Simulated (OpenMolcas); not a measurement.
4s² 4p⁴ along the 34-electron sequence

```
Program             : OpenMolcas 26.06
Method              : CASSCF
Basis               : ANO-R2
Scalar Hamiltonian  : X2C, finite nucleus
Spin-orbit coupling : state interaction with AMFI integrals over the reference wave functions, term energies averaged over their components
```

Active space for each ion: 6 electrons in 8 orbitals (4s 4p 5s 5p).

Computed levels in cm-1 above ³P₂:

```
                               Level     Se    Br+   Kr2+
                                 ³P₁   1753   2761   4016
                                 ³P₀   2266   3423   4768
                                 ¹D₂  11522  14254  16904
                                 ¹S₀  20971  26127  31107
weight of ³P in the lowest level (%)     99     98     98
```

Measured, with the error of the calculation in %. Measured levels: Se, Br+ from NIST Handbook of Basic Atomic Spectroscopic Data; Kr2+ from Saloman, J. Phys. Chem. Ref. Data 36, 215 (2007).

```json
{"Level": "³P₁", "Se": "1989 (-11.9)", "Br+": "3136 (-12.0)", "Kr2+": "4548 (-11.7)"}
{"Level": "³P₀", "Se": "2534 (-10.6)", "Br+": "3837 (-10.8)", "Kr2+": "5313 (-10.3)"}
{"Level": "¹D₂", "Se": "9576 (+20.3)", "Br+": "12089 (+17.9)", "Kr2+": "14644 (+15.4)"}
{"Level": "¹S₀", "Se": "22446 (-6.6)", "Br+": "27867 (-6.2)", "Kr2+": "33080 (-6.0)"}
```

The fine-structure level ³P₀ changes by a factor of 2.1 from Se to Kr2+. Its fourth root runs 6.90, 7.65, 8.31, with steps per unit of Z of 0.75, 0.66; equal steps would mean a (Z - σ)^4 law with constant σ.

¹D₂ changes by a factor of 1.47 over the same range, with steps per unit of Z of +2730, +2650 cm-1.

Without dynamic correlation excited terms often stand tens of per cent too high (terms of higher spin than the ground term too low), and those without a measured partner can miss by more than the paired ones (holds for Se; Br+). The run also gave levels led by 4s² 4p³ 5s, which use shells meant for correlation; these and all levels above them are left out (holds for Se; Br+). Active for correlation alone: 5p 5s; no level in the range computed is led by a configuration that fills them, so any true level of that kind is missing (holds for Kr2+). Measured partners are found by configuration, term and J. A level has none where our copy of the source lacks it or the pairing is in doubt (some pairs that miss far off the trend of their configuration count as doubtful), and it then counts in no deviation. Only configurations of the active space appear.
